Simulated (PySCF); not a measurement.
# Ionisation energy of Ge⁺ by level of theory

Ge⁺ [Ar] 3d10 4s2 4p1 (2P) → Ge²⁺ [Ar] 3d10 4s2 (1S), as a difference of total energies. Calculation: PySCF 2.14, in dyall-av2z; the non-relativistic Hamiltonian (point nucleus). Correlated levels: valence: [Ar] 3d10 frozen; virtual orbitals above 40 to 60 times the deepest correlated orbital energy dropped. The calculations carry no spin-orbit coupling.

| method | ionisation energy (eV) | plus first-order spin-orbit estimate | difference from reference of that sum (eV) |
| --- | --- | --- | --- |
| UHF | 15.208 | 15.328 | -0.607 |
| MP2 (valence) | 15.376 | 15.496 | -0.439 |
| SCS-MP2 (valence) | 15.356 | 15.476 | -0.459 |
| CCSD (valence) | 15.459 | 15.578 | -0.357 |
| CCSD(T) (valence) | 15.474 | 15.594 | -0.341 |

Reference: 15.935 eV (measured; NIST Atomic Spectra Database, ionization energies).

A first-order spin-orbit estimate (lowest level to lowest level, LS coupling) adds 0.120 eV.

These non-relativistic numbers lack the scalar-relativistic shift.

Errors of the correlated levels include the incompleteness of this basis and the frozen core.
